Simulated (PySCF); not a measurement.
**N²⁺: excitation energy**

N²⁺ [He] 2s2 2p1 (2P) → N²⁺ [He] 2s2 3s1 (2S), as a difference of total energies. All numbers are calculated (PySCF 2.14, scalar relativity by spin-free X2C-1e, in x2c-TZVPPall with one added diffuse shell each of s, p, d type (6s4p3d1f, 40 functions)). Correlated levels: valence: 1s2 frozen; valence and next inner shell: nothing frozen. The calculations carry no spin-orbit coupling.

```tsv
method	excitation energy (eV)
UHF	27.635
LDA	27.625
PBE	27.724
PBE0	27.797
r2SCAN	28.269
TPSSh	28.081
B3LYP	27.942
revPBE	27.691
wB97X	27.952
MP2 (valence)	27.430
SCS-MP2 (valence)	27.408
MP2 (valence and next inner shell)	27.446
SCS-MP2 (valence and next inner shell)	27.416
```

Question: How much does correlation contribute at MP2 (valence and next inner shell)?

Answer: 27.446 − (27.635) = -0.189 eV, measured against UHF.

A first-order spin-orbit estimate (lowest level to lowest level, LS coupling) adds 0.015 eV.

The promoted electron is Rydberg-like, and one or two diffuse shells describe it only roughly, which tends to raise the upper state.
